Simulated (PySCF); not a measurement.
C₆ coefficients of unlike pairs at PBE

Calculated with PySCF 2.14 from the dipole response of each species, C₆(A,B) = (3/π) ∫ α_A(iu) α_B(iu) du, in atomic units, from isotropic polarisabilities. For ions this is the dispersion term alone; charge-induced terms of lower order in 1/R come first.

| species | configuration | basis | relativity | α (bohr³) | C₆ (like pair) |
| --- | --- | --- | --- | --- | --- |
| Ar | [Ar] (1S) | aug-cc-pV(T+d)Z with one added diffuse shell each of s, p, d, f type (7s6p5d3f) | none | 11.91 | 69.91 |
| Tc | [Kr] 4d5 5s2 (6S) | aug-cc-pVDZ-PP with ECP28MDF (5s5p4d2f) | core potential | 84.58 | 955.3 |
| As | [Ar] 3d10 4s2 4p3 (4S) | aug-cc-pwCVDZ-PP with ECP10MDF (6s5p4d1f) | core potential | 32.17 | 278.1 |
| Sb(3+) | [Kr] 4d10 5s2 (1S) | aug-cc-pwCVTZ-DK3 with one added diffuse shell each of s, p, d, f type (11s10p8d5f1g) | spin-free X2C | 10.29 | 49.23 |

Question: Estimate C₆ for As with Tc.

Answer: The integral gives 496.6. The combination rule 2 C_A C_B / (C_A α_B/α_A + C_B α_A/α_B) gives 485.5 and the geometric mean 515.4.

No spin-orbit coupling is included.

The other pairs:

```csv
pair,C₆
"Sb(3+), Ar",58.27
"Tc, Ar",226.5
"Sb(3+), Tc",190.3
"Sb(3+), As",111.8
"As, Ar",134.2
```
